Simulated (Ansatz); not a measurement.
A structure relaxed at PBE0-D4/def2-TZVP, charge 0, multiplicity 1:

Cartesian coordinates in Å:
```
F 0.275 -1.237 -1.965
C -0.090 -0.262 -1.040
C 1.116 0.411 -0.392
Sn -0.123 0.741 1.352
C -0.938 -0.824 0.097
H -0.671 0.482 -1.598
H 1.870 -0.333 -0.125
H 1.575 1.213 -0.965
H 0.499 0.311 2.877
H -0.987 2.208 1.425
H -0.527 -1.774 0.446
H -1.999 -0.935 -0.113
```

Give its formula and SMILES.

C3H7FSn, `FC1[CH2][SnH2][CH2]1`.

Point group (tolerance 0.08 Å, 0.16 Å for H)?

Cs.

Summarise the bond lengths by kind.

1 × C–F 1.393 Å; 2 × C–C 1.525 Å; 5 × C–H 1.087 to 1.097 Å; 2 × C–Sn 2.165 Å; 2 × H–Sn 1.702 to 1.704 Å.

Results of the Gaussian-basis code of Ansatz.
